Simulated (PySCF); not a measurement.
## Polarisability and C₆ of Be²⁺ (beryllium, charge +2)

1s2, closed-shell 1S. Computed with PySCF 2.14 in aug-cc-pV5Z, with the non-relativistic Hamiltonian (point nucleus). Coupled (time-dependent) response in atomic units; α is the mean over directions.

| method | mean α (bohr³) | C₆ (like pair) | S(−4) |
| --- | --- | --- | --- |
| UHF | 0.05173 | 0.01088 | 0.001905 |
| PBE | 0.05515 | 0.01187 | 0.002235 |
| PBE0 | 0.05418 | 0.01159 | 0.002137 |
| LC-wPBE | 0.05524 | 0.01190 | 0.002250 |
| B97-3 | 0.05387 | 0.01151 | 0.002102 |

S(−4) is the Cauchy moment in α(ω) = α(0) + S(−4) ω² + …

α(iu) at UHF:

```json
{"u (hartree)": "0", "α(iu) (bohr³)": "0.05173"}
{"u (hartree)": "0.0500", "α(iu) (bohr³)": "0.05173"}
{"u (hartree)": "0.100", "α(iu) (bohr³)": "0.05171"}
{"u (hartree)": "0.200", "α(iu) (bohr³)": "0.05165"}
{"u (hartree)": "0.300", "α(iu) (bohr³)": "0.05156"}
{"u (hartree)": "0.500", "α(iu) (bohr³)": "0.05126"}
{"u (hartree)": "0.750", "α(iu) (bohr³)": "0.05068"}
{"u (hartree)": "1.00", "α(iu) (bohr³)": "0.04990"}
{"u (hartree)": "1.50", "α(iu) (bohr³)": "0.04781"}
{"u (hartree)": "2.00", "α(iu) (bohr³)": "0.04518"}
{"u (hartree)": "3.00", "α(iu) (bohr³)": "0.03916"}
{"u (hartree)": "5.00", "α(iu) (bohr³)": "0.02780"}
```

A single London oscillator, α(iu) = α/(1 + u²/ω²), gives C₆ = (3/4) ω α². Matching the computed C₆ needs ω = 4 × 0.01088 / (3 × 0.05173²) = 5.42 hartree.

For an ion, C₆ is the dispersion term alone; charge-induced terms of lower order in 1/R come first.
